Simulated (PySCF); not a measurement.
Zn(Et)(SH) (C₂H₆SZn), SMILES C[CH2][Zn][SH].

The structure is a stationary point at PBE0-D3(BJ)/def2-SVP. The isomer is the one that the SMILES or the coordinates give; other isomers of the formula were not compared. Other conformers were not sampled.

Computed with C-PCM-ωB97X/def2-SVP (PySCF).

The values are the electrostatic part of the solvation free energy, E(continuum) − E(gas) at the gas-phase geometry, in a cavity of scaled van der Waals radii (PySCF's table); cavitation and dispersion terms are not included. A continuum can't describe solvent molecules that bind to the metal. In vacuum the orbital gap is 10.92 eV. The dipole moment in vacuum is 2.08 D.

```
solvent       ε  ΔG(elec) (kcal/mol)  dipole (D)  gap (eV)
--------  -----  -------------------  ----------  --------
water     78.36                -12.6        2.63     11.48
ethanol   24.85                -12.1        2.61     11.47
n-hexane   1.88                 -5.3        2.32     11.15
```
